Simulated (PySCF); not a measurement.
A structure optimised at B3LYP-D3(BJ)/def2-SVP, used in a PySCF frequency run:

```xyz
10

C     -0.4643    -3.2593     0.0000
C      0.1140    -2.0460     0.0000
C     -0.6355    -0.8033     0.0000
C     -0.1073     0.4358     0.0000
Cl     1.6005     0.7537     0.0000
Cl    -1.1006     1.8587     0.0000
H     -1.5525    -3.3748     0.0000
H      0.1343    -4.1729     0.0000
H      1.2046    -1.9632     0.0000
H     -1.7273    -0.8640     0.0000
```

Problem. Write its SMILES, formula and point group.

Solution. C=CC=C(Cl)Cl, C4H4Cl2, Cs

Problem. What are its rotational constants (standard atomic weights)?

Solution. 3.4097, 1.3933, 0.98911 GHz
